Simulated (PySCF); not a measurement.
C7H11N3.
SMILES with atom numbers: `[CH2:1]=[CH:2][c:3]1[cH:4][n:5][n:6]([CH2:7][CH2:8][CH3:9])[n:10]1` (hydrogens: H11, H12 on C1; H13 on C2; H14 on C4; H15, H16 on C7; H17, H18 on C8; H19, H20, H21 on C9)

Theory: PBE0-D3(BJ)/def2-SVP geometry optimisation, gas phase (PySCF 2.14.0).

(1) Give the optimised bond lengths and angles.

Answers

(1) 
```csv
bond,length (Å)
C1=C2,1.337
C2–C3,1.456
C3–C4,1.411
C4–N5,1.328
N5–N6,1.315
N6–C7,1.448
C7–C8,1.523
C8–C9,1.519
N6–N10,1.313
C3–N10,1.338
C1–H11,1.092
C1–H12,1.093
C2–H13,1.095
C4–H14,1.088
"C7–H15, C7–H16",1.099
"C8–H17, C8–H18",1.103
"C9–H19, C9–H20, C9–H21",1.101
```

Bonds in one row agree within 0.01 Å and their mean is given. A selection of angles:
```csv
angle,degrees
C1–C2–C3,125.0
C2–C3–C4,129.0
C2–C3–N10,123.8
C4–C3–N10,107.1
C3–C4–N5,108.6
C4–N5–N6,103.9
N5–N6–C7,121.6
N5–N6–N10,116.0
C7–N6–N10,122.3
N6–C7–C8,112.5
C7–C8–C9,113.8
C3–N10–N6,104.4
```

Dihedral angles: C1–C2–C3–C4 179° (antiperiplanar); N5–N6–C7–C8 -76° (synclinal); N6–C7–C8–C9 -63° (synclinal). The mirror-image conformer, all signs reversed, is as good.

The 3 C–N bonds span 1.328 Å (C4–N5, aromatic) to 1.448 Å (N6–C7, drawn single), a spread of 0.120 Å. N6 (pyrrole-type nitrogen) is planar (angles 122.3°, 121.6° and 116.0°, sum 359.9°, 0.03 Å off the plane of its three neighbours). Of the pairs four or more bonds apart, N10···H12 is among the closest relative to their van der Waals radii: 2.70 Å, 98 % of the sum of Bondi's values. The 5-membered ring C3–C4–N5–N6–N10 has internal angles of 103.9° to 116.0° (sum 540°, against 540° for a flat polygon); it is planar, 0.00 Å rms from its mean plane, widest ring torsion 1°. The C–C distances run from 1.337 Å (C1=C2, drawn double) to 1.523 Å (C7–C8, drawn single), a spread of 0.186 Å.

Point group: C1 (no symmetry element, even within 0.4 Å). No PBE0-D3(BJ)/def2-SVP frequencies stand behind this structure, so it isn't proved a minimum. The numbers are those of one conformer.
